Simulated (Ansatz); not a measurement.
## Reading a saddle point

A first-order saddle point of SiAsNH8O, closed shell, PBE0-D4/def2-TZVP, with one imaginary mode of 216i cm⁻¹:

```xyz
12
angstrom
Si -0.4892 -1.1725 0.0887
N 0.3429 0.0374 1.2520
H 0.5517 -1.6782 -0.8215
H -0.8134 -2.2434 1.0670
O -1.9560 -0.6634 -0.3931
H 0.6117 0.7634 0.5101
As 0.3551 1.2922 -1.7141
H -0.3108 0.4475 1.9168
H 1.1475 -0.3321 1.7571
H -1.8591 0.0437 -1.0494
H 1.8324 0.9205 -1.6808
H 0.5873 2.5850 -0.9330
```

Program: Ansatz 0.2.0. Basis: def2-TZVPP and def2-QZVPP. Cores are frozen in the correlated methods. Filled d shells of the heavier atoms are correlated. The def2 sets are not built for correlating such inner shells, so the correlated values are less sure here. Extrapolation: Hartree–Fock as exp(−7.88 √X), correlation as X^−2.97.

(1) Which contacts change along the imaginary mode, and what lies on either side? (Judge from chemistry; the calculation decides.)

(2) Which side is lower, and how far does the saddle lie above each? (An estimate is asked for; the value comes from the calculation.)

The T1 diagnostic stays at or below 0.013.

## Answers

(1) Computed: The step is SiNH₅O ([NH2][SiH2][OH]) + AsH₃ → SiAsH₅O ([OH][SiH2][AsH2]) + NH₃, with the molecules in contact on both sides. Shortening one way: Si1–As7, N2–H6; lengthening the same way: Si1–N2, H6–As7.
```json
{"pair": "Si1–As7", "one side (Å)": "3.97", "saddle (Å)": "3.17", "other side (Å)": "2.38"}
{"pair": "N2–H6", "one side (Å)": "3.40", "saddle (Å)": "1.07", "other side (Å)": "1.01"}
{"pair": "Si1–N2", "one side (Å)": "1.72", "saddle (Å)": "1.87", "other side (Å)": "2.80"}
{"pair": "H6–As7", "one side (Å)": "1.52", "saddle (Å)": "2.30", "other side (Å)": "3.29"}
```

(2) Computed: The side with Si1–N2, H6–As7 short is lower by 35.7 kJ/mol; the saddle lies 141.5 kJ/mol above it and 105.8 kJ/mol above the other (CCSD(T) at an estimated basis limit (MP2 extrapolated from triple and quadruple zeta, plus CCSD(T) − MP2 in triple zeta); electronic energies).

Labels in which every atom is bracketed show which atoms are joined, not bond orders.

For scale, one of the runs: CCSD(T)/def2-TZVPP, 264 basis functions, launched by `ansatz run in.yaml --threads 8 --pin off --events-out ev --progress --plain --max-ram 19148MiB`. Time: 2.6 min of wall clock on 8 CPU threads of an Arm Neoverse V2; the host was shared. Peak host memory: 6.5 GiB.
